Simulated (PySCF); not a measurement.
C5H13ClSSi2.
Atom-mapped SMILES: `[CH3:1][SiH2:2][CH2:3][S:4][Si@@H:5]([Cl:6])[CH:7]1[CH2:8][CH2:9]1`

Cartesian coordinates in Å at the GFN2-xTB level; atoms count from 1:
```
atom  x, y, z in Å
C1     3.617    0.689    0.644
Si2    2.881   -0.039   -0.942
C3     1.794   -1.537   -0.477
S4     0.500   -1.139    0.758
Si5   -0.982   -0.152   -0.429
Cl6   -1.136   -1.053   -2.240
C7    -2.595   -0.286    0.515
C8    -3.142    0.918    1.233
C9    -3.809    0.431   -0.007
H10    4.158    1.609    0.443
H11    4.309   -0.006    1.112
H12    2.837    0.910    1.369
H13    2.039    0.946   -1.633
H14    3.916   -0.539   -1.853
H15    2.384   -2.320   -0.006
H16    1.295   -1.969   -1.341
H17   -0.597    1.233   -0.685
H18   -2.786   -1.237    1.000
H19   -3.636    0.762    2.180
H20   -2.584    1.840    1.185
H21   -3.707    1.017   -0.907
H22   -4.767   -0.060    0.080
```

NICS = −σ at a ghost point: NICS(0) at the centroid of the ring atoms, NICS(1) 1 Å to either side along the normal of their mean plane, zz for the tensor component along that normal. Level: GIAO PBE0/pcSseg-1 (PySCF, non-relativistic, gas phase) on the GFN2-xTB geometry, one conformer.

Ring bond lengths (Å), with Mayer bond orders in brackets: C7–C8 1.504 (0.95), C8–C9 1.490 (0.97), C9–C7 1.503 (0.95).

Question: What do the NICS probes read (ppm)?

Answer: 
| ring | type | NICS(0) | NICS(1), two faces | NICS(1)zz, two faces | rms pucker (Å) | centre to ring atoms, mean (Å) |
| --- | --- | --- | --- | --- | --- | --- |
| C7–C8–C9 | 3-membered carbocycle; formal bonds all single | -44.8 | -8.4 / -9.0 | -24.2 / -22.3 | 0.00 | 0.87 |

Question: What can be read from them?

Answer: 
- C7–C8–C9: mean NICS(1)zz -23.3 ppm, shielded. C7, C8, C9 have four or more neighbours, and the NICS criterion for π rings isn't applied. NICS(0) lies 36 ppm below the mean NICS(1).

Question: What are the shieldings of the ring atoms and their hydrogens in the same run (means over atoms taken as equivalent)?

Answer: 
```tsv
atoms	environment	σ isotropic (ppm)	principal values of the symmetric part, first atom (ppm)
C7	sp3 carbon bound to silicon	184.1	153.3, 173.9, 225.1
C8	three-membered-ring carbon	181.8	155.1, 178.4, 211.8
C9	three-membered-ring carbon	183.7	155.7, 179.7, 215.6
H18	methine hydrogen	31.59	24.2, 29.6, 41.0
H19	methylene hydrogen	30.98	25.2, 26.0, 41.7
H20	methylene hydrogen	31.34	25.2, 29.1, 39.8
H21	methylene hydrogen	31.30	25.1, 29.2, 39.6
H22	methylene hydrogen	30.91	25.0, 26.0, 41.8
```

Time: 2.7 min; peak memory 1.1 GiB. Hardware: an Intel Xeon at 2.50 GHz with one thread, no GPU, shared host with 64 logical CPUs at a one-minute load of 58. This is the whole shielding run at PBE0/pcSseg-1, SCF included.
